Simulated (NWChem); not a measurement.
CHClO₃Si; SMILES O=C1O[SiH](Cl)O1

```xyz
7

O     -0.6460     2.6553     0.0000
C     -0.1877     1.5714     0.0000
O      0.1484     0.7890     1.0816
Si     0.6732    -0.4117     0.0000
Cl    -0.4264    -2.1081     0.0000
O      0.1484     0.7890    -1.0816
H      2.1108    -0.7158     0.0000
```
Atoms are numbered in this order, from 1.

Computed with NWChem. The geometry was optimised at PBE0/def2-SVP. Level: B3LYP/def2-SVP with SMD (1 M gas to 1 M solution), gas-phase geometry. Reactions with the solvent are ignored.

```json
[
 {"solvent": "water", "dielectric constant": "78.4", "solvation free energy (kcal/mol)": "-4.3", "cavity-dispersion-structure term (kcal/mol)": "3.7", "dipole in solution (D)": "5.21"},
 {"solvent": "ethylene glycol", "dielectric constant": "40.2", "solvation free energy (kcal/mol)": "-1.4", "cavity-dispersion-structure term (kcal/mol)": "6.4", "dipole in solution (D)": "5.20"},
 {"solvent": "tetrahydrofuran", "dielectric constant": "7.43", "solvation free energy (kcal/mol)": "-6.2", "cavity-dispersion-structure term (kcal/mol)": "-2.1", "dipole in solution (D)": "4.76"},
 {"solvent": "1-octanol", "dielectric constant": "9.86", "solvation free energy (kcal/mol)": "-4.0", "cavity-dispersion-structure term (kcal/mol)": "2.8", "dipole in solution (D)": "5.04"},
 {"solvent": "N,N-dimethylformamide", "dielectric constant": "37.2", "solvation free energy (kcal/mol)": "-6.9", "cavity-dispersion-structure term (kcal/mol)": "-2.3", "dipole in solution (D)": "4.86"},
 {"solvent": "acetonitrile", "dielectric constant": "35.7", "solvation free energy (kcal/mol)": "-5.7", "cavity-dispersion-structure term (kcal/mol)": "-0.6", "dipole in solution (D)": "4.89"}
]
```
